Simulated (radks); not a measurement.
Results of a calculation; reference values are marked as such.
Spherical quantum dot in the effective-mass picture: electrons in a hard-walled sphere of radius 3.77, all in effective atomic units (hartree* = m*/eps^2 hartree, bohr* = eps/m* bohr), one dielectric constant everywhere. Level of theory: non-relativistic Kohn-Sham, exchange-only LDA, spin-polarised, spherical densities (a radial shooting solver with Libxc functionals). Levels are named by radial order and angular momentum (1s, 1p, 1d, 2s, ...), and open shells are averaged over m. Results are scaled to m* = 0.101 and eps = 4.2, for which hartree* = 155.8 meV and bohr* = 2.201 nm.

N = 4, configuration 1s2 1p(up 2, down 0). This is the lowest configuration that the search found. Occupied and some empty levels:

level,occupation,eigenvalue (meV),<r> (nm)
1s up,1,260.40,4.671
1s down,1,276.23,4.624
1p up,2,304.37,5.194
1p down,0,321.24,5.187
1d up,0,367.76,5.546
1d down,0,384.81,5.551
2s up,0,429.56,3.971
2s down,0,440.60,3.978
1f up,0,447.79,5.807
1f down,0,464.69,5.816

Energy (meV): total 694.866, kinetic 344.24, external 0, Hartree 500.46, exchange-correlation -149.83.
